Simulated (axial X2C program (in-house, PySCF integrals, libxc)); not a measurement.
# Working with the constants of TeI

A bond curve at the PBE0 level, with spin–orbit coupling, was computed with an axial X2C code built on PySCF integrals (basis I dyall-cv3z [11s12p8d4f1g], Te dyall-cv3z [11s12p8d4f1g] (cores contracted in-house)) for the state Ω = 3/2 (⟨Sz⟩ = 0.50, ⟨Lz⟩ = 1.00 at PBE0). Its fit gives Re = 2.6563 Å, ωe = 217.9 cm⁻¹, ωexe = 0.473 cm⁻¹ and αe = 9.949e-05 cm⁻¹; the masses are 126.9045 and 129.9062 u. Two-component means X2C with spin–orbit coupling and atomic mean-field Coulomb and Gaunt terms.

Find the reduced mass, Be and the force constant.

From the PBE0 values: μ = 64.1939 u. Be = 16.8576/(μ Re²) = 0.03722 cm⁻¹. k = 5.8918×10⁻⁷ μ ωe² = 1.8 mdyn/Å.

Estimate De from a Morse curve and compare with the computed well depth of 1.979 eV to I + Te.

De(Morse) = ωe²/(4ωexe) = 3.111 eV against 1.979 eV computed, a ratio of 1.57. The extrapolation overshoots: the well softens faster than a Morse curve, or the lowest atomic limit lies below the one to which the curve heads.

A Morse curve ties αe to the other constants (Pekeris). How well does that hold?

αe(Morse) = 6Be²/ωe × (√(ωexe/Be) − 1) = 9.783e-05 cm⁻¹; the PBE0 curve gives 9.949e-05 cm⁻¹, a ratio of 0.98.

The dipole moment p changes by 2.82 D/Å at Re. What harmonic infrared intensity follows?

I = 42.256 × (dp/dR)²/μ = 5.2 km/mol.

Estimate the centrifugal constant by the Kratzer relation.

D = 4Be³/ωe² = 4.34e-09 cm⁻¹.

The state is a single determinant with fixed occupations, the lowest that a limited PBE0 search found. De is counted from the lowest determinant-based energies of the atoms at the same level, without counterpoise correction. Density functionals use the spin component along the axis (collinear). Without a current term, density functionals place determinants with orbital angular momentum somewhat too high.
